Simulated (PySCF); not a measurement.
Dipole moment (D) of eight silicon and germanium compounds: PBE beside r2SCAN, computed with PySCF for isolated molecules in the bases named; differences from unrounded values. The eight are the first of their class met in an unordered collection, after screening for sound electronic states; none was chosen by its value, except that the dipole had to exceed 0.05 D. Each molecule has one DFT geometry for both levels.

| molecule | basis | r2SCAN | PBE | difference |
|---|---|---|---|---|
| ethenoxy(methyl)silane (C3H8OSi), SMILES C=CO[SiH2]C | def2-TZVP | 0.95 | 0.97 | 0.02 |
| C3H8OSi, SMILES O[SiH]1CCC1 | def2-TZVP | 0.90 | 0.86 | -0.04 |
| CH₅F₂NOSi, SMILES NC[Si](O)(F)F | def2-TZVP | 1.36 | 1.34 | -0.02 |
| ethyl(silyl)silane (C₂H₁₀Si₂), SMILES CC[SiH2][SiH3] | def2-TZVP | 1.04 | 1.05 | 0.01 |
| C2H6ClFSi2, SMILES C=C(F)[Si@H]([SiH3])Cl | def2-TZVP | 0.24 | 0.24 | 0.00 |
| C3H10OSi2, SMILES C1O[Si@@H](C[SiH2]1)C | def2-TZVP | 1.06 | 1.02 | -0.04 |
| F₃GeH₃Si, SMILES [Ge]([F])([SiH3])([F])[F] | def2-TZVP | 4.07 | 3.96 | -0.12 |
| C2H4N2OSi, SMILES C1C=N[SiH](N=1)O | def2-TZVP | 2.28 | 2.17 | -0.11 |

PBE lies below r2SCAN in 5 and above it in 2 of the eight; the mean signed difference is -0.04 and the largest -0.12 D.
